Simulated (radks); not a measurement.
Question: Numerical settings for neutral hydrogen, 1s1. All-electron calculation, scalar-relativistic Kohn-Sham, PBE, spin-polarised, spherical densities, finite nucleus; open shells are filled with parallel spins first; Gaussian nuclear charge, rms radius 0.8783 fm. Program: a radial shooting solver on a logarithmic mesh with Libxc functionals. The defaults (mesh step 0.008 in ln r, mesh end at 40 bohr or more with all orbitals vanishing there, Anderson mixing 0.5 over 9 steps, residual threshold near 1e-9 with the energy settled to 1e-9 hartree or 1e-11 of itself, here a cap of 71 iterations) give E = -0.5000 hartree and 1s at -7.595 eV in 21 iterations. Run on one thread of a shared host, so times are rough (Arm Neoverse V1): 0.05 s of CPU time, 0.05 s wall, 21 iterations on 2189 mesh points. One setting is changed at a time: mesh step in ln r 0.2; mesh step in ln r 0.03; mesh step in ln r 0.003; mesh end (bohr) 3; mesh end (bohr) 20; residual threshold 1e-16; residual threshold 0.01; mixing 2.5; linear mixing, mixing 0.2; linear mixing, mixing 0.8; mixing history 20; iteration cap 3. Which runs fail to converge, and which converge to a wrong energy?

Answer: Not converged within the cap: mesh step in ln r 0.003; residual threshold 1e-16; mixing 2.5; linear mixing, mixing 0.2; linear mixing, mixing 0.8; iteration cap 3. Settings that end as converged yet miss the energy by more than 1 mhartree: mesh end (bohr) 3 (+0.0829 hartree).
